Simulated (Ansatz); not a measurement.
Ansatz (a first-principles code) input:

Ansatz 0.2 input:
```yaml
crystal:
  periodic: [false, false, false]
  atoms:
    - {symbol: W, position_ang: [-0.00000000, -0.00000000, -0.16205847]}
    - {symbol: O, position_ang: [0.00000000, 0.00000000, 1.49904085]}
basis:
  gaussian:
    orbitals: def2-TZVP
hamiltonian:
  xc: {name: wB97X-V}
magnetization: {spin_polarized: true, initial_magnetization: 2}
relax: {f_tol: 0.003, max_steps: 100}
```

Q: What final total energy does it print?

A: -142.20704 Eh (wB97X-V/def2-TZVP). The basis has 71 functions.

The spin state was set by rule; other spins were not relaxed.
